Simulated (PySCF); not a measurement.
Compound: C6H9N3.
Bonds: C1–C2, C2–N3 (aromatic), N3–N4 (aromatic), N4–N5 (aromatic), N5–C6 (aromatic), C6–C7, C7–C8, C8–C9, C2–C6 (aromatic), C7–C9. Hydrogens: H10, H11, H12 on C1; H13 on N4; H14 on C7; H15, H16 on C8; H17, H18 on C9.

Level: PBE0/pcSseg-1 and wB97X-D/def2-SVPD in PySCF, non-relativistic, on one gas-phase PBE0-D3(BJ)/def2-SVP geometry that isn't relaxed in the solvent. The solvent is an IEF-PCM continuum (cavity from Bondi-type radii × 1.2). Only the electrostatic response of the medium enters.

Gas phase at PBE0/pcSseg-1: HOMO -6.89 eV, LUMO 0.08 eV, dipole 0.71 D.

**Question.** What does the continuum do to the energy, the frontier levels and the dipole at PBE0/pcSseg-1 in chloroform?

**Answer.** 
```tsv
solvent	ε	E(solvent) − E(gas) (kcal/mol)	polarisation term (kcal/mol)	distortion of the solute (kcal/mol)	HOMO (eV)	LUMO (eV)	dipole (D)
chloroform	4.711	-5.21	-5.63	0.42	-6.90	-0.02	0.98
```

The polarisation term is half the interaction of the solute with the surface charges that it induces; the rest is the cost of distorting the solute's density. The sum is the electrostatic part of solvation alone.

**Question.** Which ESP-fitted charges (PBE0/pcSseg-1) respond most in chloroform (means over atoms taken as equivalent)?

**Answer.** 
| atoms | environment | gas (e) | solvent (e) | change |
| --- | --- | --- | --- | --- |
| N3 | pyridine-type nitrogen | -0.587 | -0.630 | -0.043 |
| N5 | pyridine-type nitrogen | -0.484 | -0.523 | -0.039 |
| N4 | pyrrole-type nitrogen | +0.308 | +0.343 | +0.035 |
| C6 | substituted aromatic carbon | +0.202 | +0.224 | +0.022 |
| C7 | benzylic-type carbon | -0.263 | -0.284 | -0.021 |
| H14 | methine hydrogen | +0.187 | +0.205 | +0.018 |
| H13 | N–H hydrogen | +0.246 | +0.261 | +0.015 |
| H16/H18 | methylene hydrogen | +0.151 | +0.162 | +0.011 |
| C8/C9 | three-membered-ring carbon | -0.279 | -0.287 | -0.008 |
| C2 | substituted aromatic carbon | +0.433 | +0.427 | -0.006 |
| H10/H11/H12 | methyl hydrogen | +0.153 | +0.158 | +0.005 |
| C1 | benzylic-type carbon | -0.552 | -0.553 | -0.001 |

**Question.** Which Mayer bond orders change most in chloroform?

**Answer.** 
```csv
bond,length (Å),gas,solvent,change
C6–C2,1.418,1.283,1.293,+0.010
N4–H13,1.012,0.936,0.927,-0.009
N4–N5,1.314,1.249,1.256,+0.007
N5–C6,1.331,1.478,1.471,-0.007
C2–N3,1.331,1.481,1.475,-0.006
N3–N4,1.312,1.256,1.261,+0.005
C1–C2,1.488,1.084,1.088,+0.004
C1–H10,1.101,0.945,0.942,-0.003
```

**Question.** How do the nuclear quadrupole coupling constants eQVzz/h respond in chloroform?

**Answer.** 
```json
{"nucleus": "14N at N3", "Q (barn)": "0.02044", "gas (MHz)": "-4.92", "solvent (MHz)": "-4.80", "η gas": "0.40", "η solvent": "0.42"}
{"nucleus": "14N at N4", "Q (barn)": "0.02044", "gas (MHz)": "-3.88", "solvent (MHz)": "-3.71", "η gas": "0.47", "η solvent": "0.58"}
{"nucleus": "14N at N5", "Q (barn)": "0.02044", "gas (MHz)": "-4.81", "solvent (MHz)": "-4.72", "η gas": "0.49", "η solvent": "0.49"}
```

Gas phase at wB97X-D/def2-SVPD: HOMO -8.70 eV, LUMO 1.75 eV, dipole 0.79 D.

**Question.** What does the continuum do to the energy, the frontier levels and the dipole at wB97X-D/def2-SVPD in chloroform?

**Answer.** 
```tsv
solvent	ε	E(solvent) − E(gas) (kcal/mol)	polarisation term (kcal/mol)	distortion of the solute (kcal/mol)	HOMO (eV)	LUMO (eV)	dipole (D)
chloroform	4.711	-5.18	-5.67	0.49	-8.71	1.67	1.08
```

**Question.** How does the static polarisability (wB97X-D/def2-SVPD, frozen core, with the continuum's full static response) change?

**Answer.** 
```csv
medium,isotropic (au),principal values (au),⟨r²⟩ of the electrons (bohr²)
gas,87.6,"66.3, 91.7, 104.6",1211.1
chloroform,108.9,"83.0, 115.5, 128.1",1210.3
```

The isotropic value in chloroform is 1.24 times the gas-phase one; no cavity-field correction is applied. ⟨r²⟩ is taken about the centre of nuclear charge.

Shape of the structure used: `[CH3:1][c:2]1[n:3][nH:4][n:5][c:6]1[CH:7]1[CH2:8][CH2:9]1`: N5–C6–C7–C8 35°.

Note: wB97X-D ran without an empirical dispersion term, which enters the total energy and its gradient alone.
